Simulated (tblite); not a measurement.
Compound: C8H6NO (doublet state).
Geometry (GFN2-xTB, Å), atoms numbered from 1 in this order:
```xyz
16
C8H6NO angstrom
N     -3.264   -0.577    0.175
C     -2.104   -1.021   -0.022
C     -0.820   -0.304   -0.009
C     -0.760    1.093    0.132
C      0.473    1.739    0.138
C      1.646    1.045    0.018
C      1.617   -0.385   -0.122
C      2.744   -1.092   -0.236
O      3.726   -1.714   -0.337
C      0.340   -1.034   -0.138
H     -3.322    0.421    0.372
H     -2.034   -2.087   -0.227
H     -1.666    1.671    0.226
H      0.507    2.814    0.241
H      2.601    1.546    0.025
H      0.308   -2.107   -0.247
```

All values are computed: GFN2-xTB (tblite) harmonic vibrations without scaling, gas phase. The method is semi-empirical: single wavenumbers can be off by several per cent or more. One conformer, not necessarily the lowest. Open shells enter through the occupations alone, without spin polarisation, and single modes of such species can be off by tens of per cent.

Harmonic wavenumbers (cm⁻¹): 40.6, 101.0, 125.4, 180.2, 237.7, 275.0, 373.3, 413.3, 423.8, 448.6, 554.6, 602.4, 610.8, 715.7, 720.6, 785.2, 810.2, 817.2, 906.0, 918.6, 961.9, 1071.1, 1119.5, 1159.6, 1168.8, 1190.2, 1254.4, 1258.5, 1306.2, 1353.2, 1388.6, 1407.9, 1494.5, 1554.4, 1706.3, 2190.6, 2991.3, 3082.7, 3087.3, 3093.2, 3107.3, 3315.7.

A = 3045, B = 820.8, C = 646.7 MHz; mass 132.045 u (most abundant isotopes); point group C1, symmetry number 1; spin multiplicity 2.

Question: Zero-point energy?

Answer: Half the sum of the wavenumbers: 25162 cm⁻¹ = 301.01 kJ/mol.

Question: What is S at 200 K and 1 bar for an ideal gas of classical rigid rotors and harmonic oscillators?

Answer: Translation 161.46, rotation 119.19, vibration 65.10, spin (R ln 2) 5.76: S = 351.5 J/(mol K).

Question: And Cp and H(200 K) − H(0)?

Answer: Cp = 108.14 J/(mol K), of which vibrations give 74.89 (their classical limit is 42 R = 349.2); H(200 K) − H(0) = 13.84 kJ/mol without the zero-point energy, 7.19 from vibrations.

Question: How do the functions run with temperature in this model?

Answer: 
```csv
T (K),S (J/(mol K)),Cp (J/(mol K)),H − H(0) (kJ/mol),G − H(0) (kJ/mol),ln q(vib)
100,291.7,69.2,5.00,-24.18,1.40
300,403.0,148.2,26.67,-94.22,5.71
500,495.4,215.2,63.41,-184.26,10.21
800,611.0,275.5,137.96,-350.87,16.76
1000,675.3,300.2,195.67,-479.65,20.80
```

q(vib) and H(0) count from the zero-point level.

Question: Which modes carry the vibrational entropy at 200 K?

Answer: 40.6 cm⁻¹: 18.58; 101.0 cm⁻¹: 11.15; 125.4 cm⁻¹: 9.45; 180.2 cm⁻¹: 6.72; 237.7 cm⁻¹: 4.80; 275.0 cm⁻¹: 3.88 J/(mol K); the other 36 give 10.54 together.

Hindered rotation and anharmonicity are outside this model. Other conformers, if any are populated, would add a mixing term that is left out.
